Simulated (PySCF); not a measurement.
Cl$_{4}$SW, charge -1, doublet, at a GFN2-xTB geometry (such geometries of metal compounds can be far from the true shape) (the multiplicity is a formal guess) (core potentials on W). Base run: DF-CAMB3LYP/def2-SVP (PySCF).

PySCF was given this input:
```python
from pyscf import gto, scf, dft

mol = gto.M(
    atom='''
W     0.00286310   -0.07759705    0.04671073
S     0.07189569   -1.94854917    1.17295890
Cl   -1.59022183   -0.31037545   -1.64810503
Cl    1.55015711    1.39622747    0.99445985
Cl    1.55126637   -0.22472173   -1.69837021
Cl   -1.59133109    1.31057375    1.04472503
''',
    basis='def2-svp',
    ecp={'W': 'def2-svp'},
    charge=-1,
    spin=1,
    verbose=4,
    symmetry=True,
)

mf = dft.UKS(mol)
mf.xc = 'camb3lyp'
mf = mf.density_fit(auxbasis='def2-universal-jkfit')
mf.kernel()
mf.analyze()
```

Each row names what was changed in the base input (with any setting that the change needs).

```
change                                                        ΔE vs base (eV)  point group used  SCF cycles
------------------------------------------------------------  ---------------  ----------------  ----------
base                                                                     0.00               C2v          14
symmetry_subgroup = C2                                                   0.00                C2          14
symmetry = off                                                           0.00                C1          14
irrep_nelec = A1:(17, 16) A2:(9, 9) B1:(13, 12) B2:(11, 12)              3.27               C2v          15
irrep_nelec = A1:(17, 16) A2:(10, 9) B1:(11, 12) B2:(12, 12)             5.93               C2v          17
irrep_nelec = A1:(17, 16) A2:(8, 9) B1:(12, 12) B2:(13, 12)              4.23               C2v          17
irrep_nelec = A1:(18, 16) A2:(9, 9) B1:(11, 12) B2:(12, 12)              4.07               C2v          14
symmetry_subgroup = Cs                                                   0.00                Cs          14
```

Open shells are given as the SCF converged; they aren't shown to be the lowest states, and a large step between rows can be another state.
